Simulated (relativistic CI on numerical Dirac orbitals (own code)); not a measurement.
# Cu3+ in a cubic cluster: L2,3 absorption with charge transfer

Computed with a charge-transfer multiplet model of a cubic metal-ligand cluster with up to 2 ligand holes, Slater and spin-orbit integrals from Dirac-Coulomb-Breit ions, Slater integrals scaled by 0.8. The ground state mixes d8 with configurations of k ligand holes L, whose averages lie at kΔ + k(k − 1)U_dd/2; a core hole lowers each added d electron by U_cd. 300 K, Lorentzian 0.4 eV and Gaussian 0.3 eV FWHM.

Atomic integrals in eV (Slater integrals scaled, ζ unscaled), ground: F2dd 11.066, F4dd 6.905, zeta_d 0.110; with the core hole: F2dd 11.066, F4dd 6.905, zeta_d 0.138, zeta_core 13.377, F2cd 7.060, G1cd 5.412, G3cd 3.079.

Cluster parameters (eV): U_dd = 6.6, U_cd = 7.9, 10Dq = 1.65, 10Dq(ligand) = 0.1, V(eg) = 2.45, V(t2g) = -1.22, final-state hopping factor = 0.8.

Weights, n_d and S are thermal averages at 300 K. Photon energies count from the first peak over 30 % of the highest in each spectrum, which can be another peak from case to case. The parameters are a model scan and need not match a compound or its usual spin state. Peaks in eV (height, largest 100): 0.0 (100), 1.8 (19), 20.2 (25), 21.3 (24).

Which parameters give this spectrum?
A. Δ = 1.5 eV
B. Δ = 5.5 eV
C. Δ = 0.5 eV
D. Δ = 3.5 eV
E. Δ = 6.5 eV

D. Δ = 3.5 eV; the ground state then has 8.21 d electrons and S = 1.00. The choice follows from running the model for each set and comparing peak positions and heights.
